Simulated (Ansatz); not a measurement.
Mg₂Te₃, 5 atoms. Hardware: 4 threads of Arm Neoverse V2 on a shared host.

In the def2 sets Te takes a core potential; there is no spin–orbit coupling. Correlated methods freeze 14 core orbitals; core or outer-core shells of Mg, Te are correlated, in sets that lack core-valence functions.

Question: How many basis functions does each of these Ansatz runs have, and roughly what does it cost? r2SCAN-D4/def2-TZVP, charge 0 singlet, energy, from earlier orbitals; B2PLYP/def2-TZVP, charge 0 singlet, energy, from earlier orbitals; PBE-D4/def2-TZVP, charge 0 singlet, energy and forces, from earlier orbitals; LDA (SPW92)/def2-TZVP, charge 0 singlet, energy, from earlier orbitals; MP2/def2-TZVP, charge 0 singlet, energy, from earlier orbitals; PBE0-D4/def2-TZVP, charge 0 singlet, energy, from earlier orbitals; CCSD(T)/def2-SVP, charge 0 singlet, energy, from earlier orbitals; ωB97M-V/def2-TZVP, charge 0 singlet, energy, from earlier orbitals; PBE-D4/def2-SVP, charge 0 singlet, energy, from earlier orbitals; PBE0-D4/def2-SVP, charge 0 singlet, energy, from earlier orbitals; r2SCAN-D4/def2-SVP, charge 0 singlet, relaxation, 14 steps.

Answer: Other jobs shared the machine, so times can vary by a factor of up to 3. A dash marks memory too small to be measured apart from the calling script's.

```json
{"run": "PBE-D4/def2-SVP, charge 0 singlet, energy, from earlier orbitals", "functions": "114", "fitting or Cholesky vectors": "1318", "wall time": "1.3 s", "peak host memory (GiB)": "–"}
{"run": "LDA (SPW92)/def2-TZVP, charge 0 singlet, energy, from earlier orbitals", "functions": "214", "fitting or Cholesky vectors": "1734", "wall time": "1.5 s", "peak host memory (GiB)": "–"}
{"run": "PBE0-D4/def2-SVP, charge 0 singlet, energy, from earlier orbitals", "functions": "114", "fitting or Cholesky vectors": "1287", "wall time": "2.4 s", "peak host memory (GiB)": "–"}
{"run": "PBE-D4/def2-TZVP, charge 0 singlet, energy and forces, from earlier orbitals", "functions": "214", "fitting or Cholesky vectors": "1734", "wall time": "3.1 s", "peak host memory (GiB)": "–"}
{"run": "PBE0-D4/def2-TZVP, charge 0 singlet, energy, from earlier orbitals", "functions": "214", "fitting or Cholesky vectors": "1890", "wall time": "5.5 s", "peak host memory (GiB)": "0.89"}
{"run": "MP2/def2-TZVP, charge 0 singlet, energy, from earlier orbitals", "functions": "214", "fitting or Cholesky vectors": "2000", "wall time": "5.5 s", "peak host memory (GiB)": "0.74"}
{"run": "r2SCAN-D4/def2-TZVP, charge 0 singlet, energy, from earlier orbitals", "functions": "214", "fitting or Cholesky vectors": "1734", "wall time": "6 s", "peak host memory (GiB)": "–"}
{"run": "B2PLYP/def2-TZVP, charge 0 singlet, energy, from earlier orbitals", "functions": "214", "fitting or Cholesky vectors": "2000", "wall time": "7.5 s", "peak host memory (GiB)": "0.74"}
{"run": "ωB97M-V/def2-TZVP, charge 0 singlet, energy, from earlier orbitals", "functions": "214", "fitting or Cholesky vectors": "1809", "wall time": "15 s", "peak host memory (GiB)": "1.1"}
{"run": "CCSD(T)/def2-SVP, charge 0 singlet, energy, from earlier orbitals", "functions": "114", "fitting or Cholesky vectors": "1287", "wall time": "23 s", "peak host memory (GiB)": "0.81"}
{"run": "r2SCAN-D4/def2-SVP, charge 0 singlet, relaxation, 14 steps", "functions": "114", "fitting or Cholesky vectors": "1318", "wall time": "32 s", "peak host memory (GiB)": "–"}
```
